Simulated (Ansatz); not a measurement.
Basis-set extrapolation for AlH5SSi2, SMILES `[SiH3][SiH]1[AlH][S]1` (PBE0-D4/def2-TZVP geometry, frozen core, Ansatz). Multiplicity 1, RHF reference.

```tsv
	def2-TZVPP	def2-QZVPP
HF	-1220.293928	-1220.329159
MP2 correlation	-0.490407	-0.530490
CCSD(T) correlation	-0.576184	not run
```

Energies in hartree. Use E(X) = E(∞) + A·exp(−7.88·√X) for Hartree–Fock and E(X) = E(∞) + B·X^(−2.97) for correlation, with X = 3 and 4, and add CCSD(T) minus MP2 of the smaller set to the MP2 limit.

Problem. What is the CCSD(T) energy at the basis-set limit?

Solution. HF limit: -1220.329159 + (-0.035231) × 0.13774 = -1220.33401. MP2 limit: -0.530490 + (-0.040083) × 0.74074 = -0.56018. Higher-order term: -0.576184 − (-0.490407) = -0.08578. Total: -1220.97997 hartree, 288.4 kJ/mol below CCSD(T)/def2-TZVPP.
